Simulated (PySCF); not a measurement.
## MSn for M along group 13

PBE0 with double-zeta basis sets in PySCF, for the lowest determinant that a PBE0 search found; no spin–orbit coupling. De refers to high-spin ground-configuration atoms. A positive dipole means M(−)Sn(+).

```tsv
M	basis	state (unpaired electrons)	Re (Å)	ωe (cm⁻¹)	De (eV)	μ (D)
B	def2-SVP	quartet (σ ↑, π ↑↑)	2.179	568	2.80	1.41
Al	x2c-SVPall	quartet (σ ↑, π ↑↑)	2.649	271	2.26	-0.77
Ga	def2-SVP	quartet (σ ↑, π ↑↑)	2.664	186	2.17	-0.87
Tl	def2-SVP	quartet (σ ↑, π ↑↑)	2.911	124	1.95	-2.20
```

(1) The row for M = In is missing. Estimate Re, ωe and De as the mean of the rows for Ga and Tl, and compare with the calculation.

The rows differ in basis set, which adds steps of its own.

Spin–orbit coupling is left out, which matters for elements this heavy, above all for dissociation energies. States were picked by a PBE0 search and need not be the measured ground states.

## Answers

(1) The means are 2.788 Å, 155 cm⁻¹ and 2.06 eV. PBE0 in def2-SVP gives InSn as a quartet (σ ↑, π ↑↑) with Re = 2.850 Å, ωe = 148 cm⁻¹, De = 2.02 eV, so the estimate is off by -6.3 pm, +5 % and +0.04 eV.
